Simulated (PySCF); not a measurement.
29Si chemical shifts

Averaged over atoms made equivalent by symmetry, fast rotation or ring inversion, a single conformation, no relativistic terms, gas phase. PBE0/pcSseg-1 with gauge-including orbitals; coordinates at the GFN2-xTB level; PySCF.

Shieldings were converted by a linear fit to measured shifts: 29Si: δ = 279.94 − 0.822σ (rms 8.9 ppm, 72 shifts, 25.8 ppm with the 6 outliers that the fit left out vs TMS, solution or neat liquid). A few per cent of atoms miss by over 2 rms, more outside the fitted compound classes.

Q: Give the 29Si shifts of `C=C(O[SiH3])C(=O)O`, `C=C(O[SiH3])C(=O)O`, `CC(C)(C)N[SiH2]O[SiH3]`, `O[SiH2][Si@H](Cl)C1CC1`.

A: 
```json
{"compound": "C=C(O[SiH3])C(=O)O", "environment": "silicon bonded to O, 3 H", "δ (ppm)": "-40.0"}
{"compound": "C=C(O[SiH3])C(=O)O", "environment": "silicon bonded to O, 3 H", "δ (ppm)": "-40.0"}
{"compound": "[CH3:1][C:2]([CH3:3])([CH3:4])[NH:5][SiH2:6][O:7][SiH3:8]", "environment": "Si6: silicon bonded to N, O, 2 H", "δ (ppm)": "-40.0"}
{"compound": "[CH3:1][C:2]([CH3:3])([CH3:4])[NH:5][SiH2:6][O:7][SiH3:8]", "environment": "Si8: silicon bonded to O, 3 H", "δ (ppm)": "-46.0"}
{"compound": "[OH:1][SiH2:2][Si@H:3]([Cl:4])[CH:5]1[CH2:6][CH2:7]1", "environment": "Si3: silicon bonded to C, Cl, Si, H", "δ (ppm)": "-13.8"}
{"compound": "[OH:1][SiH2:2][Si@H:3]([Cl:4])[CH:5]1[CH2:6][CH2:7]1", "environment": "Si2: silicon bonded to O, Si, 2 H", "δ (ppm)": "-31.6"}
```

Q: Order these by 29Si shift, lowest first.
A. C#C[Si@H](Cl)S/C=C/CCC
B. C/C=C1\[SiH2][C@@H](CC#N)[C@@H]1F
C. N#C[C@@H]1CC[SiH2]C/C1=C/F

A: B (-54.0 ppm, silicon bonded to 2 C, 2 H, in a 4-membered ring), C (-41.2 ppm, silicon bonded to 2 C, 2 H, in a 6-membered ring), A (-26.2 ppm, silicon bonded to C, Cl, S, H).
